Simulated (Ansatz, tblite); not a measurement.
Removing and adding an electron: `C[Si](C)(C)C#CC#Cc1ccc(C#Cc2ccc(C#Cc3ccc(C#Cc4ccc(C#Cc5ccc(C#Cc6ccc(C#C[Si](C)(C)C)cc6)cc5)cc4)cc3)cc2)cc1`. The state is a singlet with charge 0. Geometry: PBE-D4/def2-SVP. Ansatz, gas phase; energy differences of separate SCF runs; the oxidised species was run as a doublet alone; the reduced species was run as a doublet alone.

```xyz
102

C    15.594   18.866   -6.929
Si   14.730   19.418   -5.341
C    13.651   20.935   -5.662
C    15.997   19.774   -3.984
C    13.638   18.039   -4.769
C    12.904   17.109   -4.391
C    12.101   16.091   -3.981
C    11.370   15.160   -3.611
C    10.534   14.093   -3.197
C     9.162   14.057   -3.572
C     8.343   13.004   -3.174
C     8.858   11.939   -2.385
C     8.025   10.859   -1.992
C     7.301    9.916   -1.662
C     6.469    8.826   -1.298
C     6.999    7.702   -0.607
C     6.185    6.625   -0.268
C     4.802    6.623   -0.601
C     3.975    5.518   -0.273
C     3.254    4.553   -0.005
C     2.425    3.438    0.283
C     2.975    2.231    0.793
C     2.163    1.130    1.052
C     0.762    1.187    0.816
C    -0.065    0.060    1.060
C    -0.786   -0.923    1.253
C    -1.618   -2.054    1.455
C    -3.031   -1.947    1.343
C    -3.848   -3.061    1.522
C    -3.289   -4.334    1.817
C    -4.121   -5.472    1.977
C    -4.848   -6.462    2.100
C    -5.686   -7.600    2.227
C    -5.133   -8.903    2.356
C    -5.957  -10.021    2.463
C    -7.372   -9.886    2.448
C    -8.213  -11.025    2.545
C    -8.947  -12.015    2.619
C    -9.793  -13.152    2.696
C   -11.207  -13.004    2.721
C   -12.039  -14.120    2.790
C   -11.493  -15.431    2.836
C   -12.344  -16.571    2.900
C   -13.085  -17.560    2.952
Si  -14.194  -19.037    3.025
C   -14.113  -19.763    4.769
C   -13.589  -20.302    1.756
C   -15.954  -18.481    2.620
C   -10.080  -15.579    2.813
C    -9.248  -14.464    2.746
C    -7.925   -8.582    2.326
C    -7.102   -7.465    2.216
C    -1.876   -4.440    1.936
C    -1.060   -3.326    1.761
C     0.210    2.399    0.317
C     1.023    3.498    0.054
C     4.270    7.752   -1.283
C     5.085    8.828   -1.625
C    10.229   11.978   -2.006
C    11.048   13.031   -2.403
H    16.208   17.960   -6.754
H    16.261   19.670   -7.306
H    14.855   18.632   -7.722
H    12.889   20.724   -6.439
H    14.273   21.786   -6.010
H    13.121   21.250   -4.740
H    16.616   18.879   -3.773
H    15.496   20.074   -3.041
H    16.674   20.597   -4.293
H     8.755   14.874   -4.186
H     7.285   12.985   -3.472
H     8.067    7.691   -0.346
H     6.607    5.758    0.262
H     4.058    2.174    0.976
H     2.600    0.199    1.441
H    -3.475   -0.968    1.110
H    -4.939   -2.966    1.430
H    -4.039   -9.020    2.367
H    -5.517  -11.024    2.559
H   -11.641  -11.993    2.685
H   -13.132  -13.995    2.808
H   -14.444  -19.021    5.524
H   -13.078  -20.070    5.024
H   -14.768  -20.655    4.850
H   -14.231  -21.207    1.770
H   -12.547  -20.615    1.973
H   -13.612  -19.879    0.731
H   -16.007  -18.035    1.606
H   -16.653  -19.343    2.654
H   -16.308  -17.723    3.347
H    -9.648  -16.590    2.849
H    -8.155  -14.590    2.727
H    -9.019   -8.466    2.315
H    -7.541   -6.462    2.119
H    -1.433   -5.419    2.166
H     0.032   -3.420    1.853
H    -0.873    2.455    0.134
H     0.586    4.427   -0.338
H     3.202    7.762   -1.544
H     4.663    9.693   -2.158
H    10.637   11.160   -1.394
H    12.107   13.050   -2.105
```

The xTB rows come from tblite. Single mean-field runs in def2-TZVP are fitted with def2-universal-jkfit.

**Question.** Estimate orbital energies and vertical ionisation energies and electron affinities at: GFN1-xTB; GFN2-xTB; PBE-D4/def2-TZVP; PBE0-D4/def2-TZVP.

**Answer.** 
| level | −HOMO (eV) | vertical IE (eV) | −LUMO (eV) | vertical EA (eV) | HOMO–LUMO gap (eV) | IE − EA (eV) |
| --- | --- | --- | --- | --- | --- | --- |
| GFN1-xTB | 10.75 | 11.65 | 8.87 | 7.93 | 1.88 | 3.72 |
| GFN2-xTB | 9.74 | 10.68 | 7.84 | 6.87 | 1.90 | 3.81 |
| PBE-D4/def2-TZVP | 5.01 | 5.97 | 3.27 | 2.40 | 1.74 | 3.57 |
| PBE0-D4/def2-TZVP | 5.73 | 6.43 | 2.70 | 2.09 | 3.03 | 4.34 |

 Raw xTB energy differences between charge states are shifted by several eV; the methods need an empirical correction for them. Sets without diffuse functions give affinities that are too small.
